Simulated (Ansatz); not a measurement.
Job for Ansatz (a program for electronic structure): R-wB97M-V/def2-TZVPP on AlAsH4O (SMILES [OH][AlH][AsH2]), a point of a torsion scan.

Ansatz 0.2 input:
```yaml
crystal:
  periodic: [false, false, false]
  atoms:
    - {symbol: O, position_ang: [-1.59743426, -0.65511715, 0.44186157]}
    - {symbol: Al, position_ang: [-0.49965340, 0.42542723, -0.14268883]}
    - {symbol: As, position_ang: [1.85343157, 0.24097490, 0.34720927]}
    - {symbol: H, position_ang: [-2.29734368, -1.22873114, 0.72389911]}
    - {symbol: H, position_ang: [-1.15139388, 1.52232537, -1.02022987]}
    - {symbol: H, position_ang: [1.70729182, -1.10563207, -0.34102762]}
    - {symbol: H, position_ang: [1.37151644, -0.40680305, 1.62904598]}
basis:
  gaussian:
    orbitals: def2-TZVPP
hamiltonian:
  xc: {name: wB97M-V}
scf: {lower_state_search: off}
```

Q: What total energy does the run end on?

A: -2555.8557 hartree.

Q: How many basis functions does it have, and what does it roughly cost on one machine?

A: 177 functions; very roughly 8 core-seconds.
